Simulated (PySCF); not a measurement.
C2H8AlNS, SMILES [SH][AlH][N](C)C. Atoms are numbered in the order given.

```xyz
13

Al    -0.8646     0.3537     0.0000
H     -2.4560     0.3379     0.0000
N      0.0546    -1.1886     0.0000
C      1.5029    -1.2732     0.0000
C     -0.5946    -2.4865     0.0000
H      1.8877    -1.8166     0.8968
H      1.8877    -1.8166    -0.8968
H      1.9627    -0.2636     0.0000
H     -0.3165    -3.0923    -0.8966
H     -0.3165    -3.0923     0.8966
H     -1.6990    -2.3783     0.0000
S      0.3279     2.2129     0.0000
H     -0.7884     2.9948     0.0000
```
Charge 0, spin multiplicity 1.

Coordinates come from a PBE-D3(BJ)/def2-SVP optimisation. The structure was generated by enumeration; whether it is a known compound was not checked. The values are those of a single conformer.

Calculation: PBE-D3(BJ)/def2-SVP (PySCF 2.14.0).

Frequencies are harmonic and unscaled.

Computed vibrational spectrum:
```csv
mode,ν (cm⁻¹),IR (km/mol),moving atoms (share of kinetic energy)
1,69,2.2,"H 30 %, C 29 %, Al 21 %, S 19 %"
2,105,1.6,"S 34 %, C 30 %, H 17 %, Al 15 %"
3,175,11.8,H 88 %
4,191,4.6,"H 70 %, N 23 %"
5,242,4.9,"C 37 %, N 20 %, H 19 %, S 18 %"
6,245,0.0,H 95 %
7,295,2.7,"H 56 %, N 38 %"
8,344,3.2,"C 38 %, H 35 %, Al 23 %"
9,437,74.8,"H 84 %, Al 13 %"
10,460,8.1,"Al 33 %, S 32 %, H 27 %"
11,593,115.1,"H 74 %, Al 11 %, C 9 %"
12,624,16.6,"H 60 %, C 13 %, Al 13 %, S 10 %"
13,687,113.6,"H 49 %, Al 33 %, C 14 %"
14,998,106.7,"H 39 %, C 38 %, N 21 %"
15,1053,1.9,"H 74 %, C 24 %"
16,1071,0.0,"H 80 %, C 20 %"
17,1124,0.5,"H 68 %, C 20 %, N 11 %"
18,1199,78.6,"N 59 %, C 33 %, H 8 %"
19,1263,35.6,"N 40 %, H 36 %, C 22 %"
20,1381,2.1,"H 87 %, C 12 %"
21,1395,0.0,H 97 %
22,1403,10.5,H 97 %
23,1406,18.7,"H 83 %, C 17 %"
24,1428,21.0,H 96 %
25,1451,0.6,H 94 %
26,1903,138.4,H 96 %
27,2620,0.3,H 97 %
28,2890,69.8,H 97 %
29,2896,154.4,H 97 %
30,2939,89.1,"H 91 %, C 9 %"
31,2950,2.6,"H 90 %, C 10 %"
32,3035,15.8,"H 91 %, C 9 %"
33,3039,18.3,"H 91 %, C 9 %"
```
